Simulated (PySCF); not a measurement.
Species: H₉ISi₄.
Numbering: `[SiH3:1][SiH2:2][SiH2:3][SiH2:4][I:5]` (hydrogens: H6, H7, H8 on Si1; H9, H10 on Si2; H11, H12 on Si3; H13, H14 on Si4)

Level of theory: PySCF, PBE0-D3(BJ)/def2-SVP geometry optimisation, gas phase, def2 core potentials past Kr.

(1) Give the optimised bond lengths and angles.

## Answers

(1) 
```json
{"bond": "Si1–Si2", "length (Å)": "2.346"}
{"bond": "Si2–Si3", "length (Å)": "2.347"}
{"bond": "Si3–Si4", "length (Å)": "2.340"}
{"bond": "Si4–I5", "length (Å)": "2.463"}
{"bond": "Si1–H6, Si1–H7, Si1–H8", "length (Å)": "1.495"}
{"bond": "Si2–H9, Si2–H10", "length (Å)": "1.496"}
{"bond": "Si3–H11, Si3–H12", "length (Å)": "1.497"}
{"bond": "Si4–H13, Si4–H14", "length (Å)": "1.493"}
```

Bonds in one row agree within 0.01 Å and their mean is given. A selection of angles:
```json
{"angle": "Si2–Si1–H6", "degrees": "109.2"}
{"angle": "Si2–Si1–H7", "degrees": "111.2"}
{"angle": "H6–Si1–H7", "degrees": "109.2"}
{"angle": "Si1–Si2–Si3", "degrees": "108.3"}
{"angle": "Si1–Si2–H9", "degrees": "110.1"}
{"angle": "Si3–Si2–H9", "degrees": "109.1"}
{"angle": "H9–Si2–H10", "degrees": "109.1"}
{"angle": "Si2–Si3–Si4", "degrees": "106.8"}
{"angle": "Si2–Si3–H11", "degrees": "112.0"}
{"angle": "Si2–Si3–H12", "degrees": "110.4"}
{"angle": "Si4–Si3–H11", "degrees": "109.0"}
{"angle": "H11–Si3–H12", "degrees": "109.4"}
{"angle": "Si3–Si4–I5", "degrees": "106.6"}
{"angle": "Si3–Si4–H13", "degrees": "111.4"}
{"angle": "Si3–Si4–H14", "degrees": "114.4"}
{"angle": "I5–Si4–H13", "degrees": "107.3"}
{"angle": "H13–Si4–H14", "degrees": "109.1"}
```

Torsions: Si1–Si2–Si3–Si4 45° (synclinal); Si2–Si3–Si4–I5 52° (synclinal). The mirror-image conformer, all signs reversed, is as good.

Si2 (SiH2 silicon) is tetrahedral (angles from 108.3° to 110.5°). Si3 (SiH2 silicon) is tetrahedral (angles from 106.8° to 112.0°). Si1 (SiH3 silicon) is tetrahedral (angles from 108.7° to 111.2°). Si4 (SiH2 silicon) is distorted tetrahedral (angles from 106.6° to 114.4°).

Point group: C1 (no symmetry element, even within 0.4 Å). Not checked by PBE0-D3(BJ)/def2-SVP frequencies. The numbers are those of one conformer.
